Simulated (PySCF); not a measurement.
C2H8FNSi, SMILES C[C@@H](N)[SiH2]F. Atoms are numbered in the order given.

```xyz
13

C      1.4982     1.2304     0.8203
C      0.8890     0.0316     0.0844
N      0.8091    -1.1216     0.9908
Si    -0.8794     0.4116    -0.4553
F     -1.5256    -0.9869    -1.0149
H      0.9150     1.4716     1.7232
H      2.5297     1.0038     1.1418
H      1.5439     2.1233     0.1759
H      1.4999    -0.1549    -0.8288
H      0.4429    -1.9364     0.4938
H      1.7439    -1.3812     1.3180
H     -1.7059     0.8735     0.6867
H     -0.9149     1.4000    -1.5660
```

Geometry: TPSSh-D3(BJ)/def2-SVP. The structure was generated by enumeration; whether it is a known compound was not checked. One conformer was computed; it need not be the lowest.

Level of theory: PBE/def2-TZVP in PySCF.

Atomic charges (e):

| atom | meta-Löwdin | Löwdin | Mulliken |
|---|---|---|---|
| C1 | -0.35 | -0.32 | -0.39 |
| C2 | -0.21 | -0.48 | -0.03 |
| N3 | -0.51 | -0.15 | -0.50 |
| Si4 | 0.89 | 0.22 | 0.46 |
| F5 | -0.49 | -0.02 | -0.31 |
| H6 | 0.12 | 0.13 | 0.13 |
| H7 | 0.11 | 0.12 | 0.11 |
| H8 | 0.12 | 0.13 | 0.12 |
| H9 | 0.09 | 0.14 | 0.08 |
| H10 | 0.22 | 0.16 | 0.22 |
| H11 | 0.21 | 0.15 | 0.20 |
| H12 | -0.10 | -0.03 | -0.04 |
| H13 | -0.11 | -0.04 | -0.05 |

### Question
Give the Mayer and Wiberg (Löwdin basis) orders of the bonds. (The exact figures need the calculation; the answer reports its results.)

### Answer

```
bond     Mayer  Wiberg
-------  -----  ------
C1–C2     0.97    1.27
C2–N3     0.94    1.41
C2–Si4    0.97    1.07
Si4–F5    1.09    1.69
C1–H6     0.97    0.90
C1–H7     0.95    0.90
C1–H8     0.96    0.90
C2–H9     0.92    0.82
N3–H10    0.92    0.94
N3–H11    0.92    0.94
Si4–H12   0.92    0.93
Si4–H13   0.92    0.93
```
